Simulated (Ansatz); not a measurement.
Consider the ligand exchange at a B–N bond: `NBF` + `[OH][GeH3]` → `FB[O][GeH3]` + NH₃.

Isolated molecules relaxed with PBE0-D4/def2-TZVP in Ansatz; ΔE leaves out vibrations. CCSD(T)/CBS is the MP2 limit (def2-TZVPP, def2-QZVPP) plus CCSD(T) − MP2 in def2-TZVPP, frozen cores. This one scheme is used for every species. DFT in def2-TZVPP. For Ge outer-core shells are correlated without core-valence functions, which leaves a few kJ/mol of doubt a bond. Scalar relativity is left out up to krypton. Each species was taken in one conformer, which may not be the lowest.

| level | ΔE (kcal/mol) | difference from CCSD(T)/CBS |
| --- | --- | --- |
| BLYP-D4 | -5.1 | 0.8 |
| r2SCAN0-D4 | -5.3 | 0.6 |
| BHLYP-D4 | -6.0 | -0.1 |
| B2PLYP | -5.4 | 0.5 |
| PBE-QIDH | -5.3 | 0.6 |
| LC-ωPBE | -4.5 | 1.4 |
| SCS-MP2/def2-TZVPP | -6.2 | -0.3 |
| CCSD/def2-TZVPP | -6.2 | -0.3 |
| HF/CBS(def2) | -6.7 | -0.8 |
| MP2/CBS(def2) | -5.7 | 0.2 |
| CCSD(T)/CBS | -5.9 | 0 |

Largest T1 diagnostic among the species: 0.013.

Leaving LDA and LC-ωPBE aside and taking each functional with its dispersion term where it has one, the values, not all of them listed here, spread over 1.9 kcal/mol, from B97M-V to PBE-D4. From BLYP to BHLYP (50 % exact exchange), in def2-TZVPP and without D4, ΔE moves by −0.8 kcal/mol.
